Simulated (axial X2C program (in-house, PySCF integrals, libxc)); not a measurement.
## FWF⁺: properties at the nuclei

Computed with an axial X2C code built on PySCF integrals: two-component X2C with atomic mean-field Coulomb and Gaunt terms, Gaussian nuclei, basis F dyall-av3z, W dyall-v3z with contracted cores.

F–W–F held linear, with bonds 1.787 and 1.787 Å (near the PBE0 minimum at charge 1 of the determinant lowest at the starting distance; the state shown can have its own minimum elsewhere, held linear; other orders of the atoms were not compared).

Input and command:
```json
{"zs": [9, 74, 9], "q": 1, "bas": ["dyall-av3z", "dyall-v3z", "dyall-av3z"], "r0": [2.01, 2.01], "symm": 1, "scan": ["PBE0", "HF", "BHandHLYP"], "levels": ["PBE0", "HF", "TPSSh"], "nst": 2}
```
```bash
python solin.py task.json out
```

Keys: zs atomic numbers; q charge; bas basis sets; r0 starting distance in Å; symm equal bonds; scan levels of the two-bond scan; levels methods; nst determinants followed.

Determinant lowest in the PBE0 search, Ω = 3/2 (⟨Sz⟩ = 1.49, ⟨Lz⟩ = 0.01 at PBE0), spin on the atoms F -0.03, W 1.54, F -0.03:

| level | A∥/gI F (MHz) | qzz F (a.u.) | A∥/gI W (MHz) | qzz W (a.u.) |
| --- | --- | --- | --- | --- |
| PBE0 | 8.87 | -0.32 | 4850 | -9.23 |
| HF | -3.56 | -0.20 | 4530 | -11.74 |
| TPSSh | 10.6 | -0.38 | 4840 | -9.03 |

Determinant 1.02 eV from it at PBE0 and this distance, Ω = 1/2 (⟨Sz⟩ = 0.51, ⟨Lz⟩ = -0.01 at PBE0), spin on the atoms F -0.01, W 0.52, F -0.01:

```json
{"level": "PBE0", "A∥/gI F (MHz)": "20.7", "qzz F (a.u.)": "-0.29", "A∥/gI W (MHz)": "17300", "qzz W (a.u.)": "-9.10"}
{"level": "HF", "A∥/gI F (MHz)": "2.16", "qzz F (a.u.)": "-0.17", "A∥/gI W (MHz)": "16700", "qzz W (a.u.)": "-11.23"}
{"level": "TPSSh", "A∥/gI F (MHz)": "23", "qzz F (a.u.)": "-0.36", "A∥/gI W (MHz)": "17400", "qzz W (a.u.)": "-9.00"}
```

A∥ (defined per Ω) follows by multiplying with gI = μI/(I μN); qzz is the electric field gradient, eQq0 = 234.96 MHz × Q/barn × qzz. The operators were transformed with the bare-nucleus X2C matrices; with these basis sets, hyperfine constants and field gradients can be off by tens of per cent, and where levels differ in sign neither size nor sign is settled.

(1) With gI(183W) = 0.2356 (g factors from the IAEA table of nuclear moments by Stone), turn the PBE0 values of the first state into constants in MHz.

The molecule was held linear; bending was not examined, so a bent shape may lie lower.

Each state is one determinant with collinear spin, which with several unpaired electrons need not be a pure state. Unrestricted Hartree–Fock can overshoot spin polarisation at the nuclei. This is the top spin component of a Σ state; components of lower Ω are not single determinants and can lie lower. With several open shells hyperfine constants can be off by a factor of several. The search compared states at one distance, so a state with another bond length can lie lower. Where a field gradient or hyperfine factor spreads by more than a factor of two over the levels, a constant derived from it is not to be relied on. PBE0 term energies can be off by some tenths of an eV.

Results:

(1) A∥(183W) = 4850 × 0.2356 = 1140 MHz.
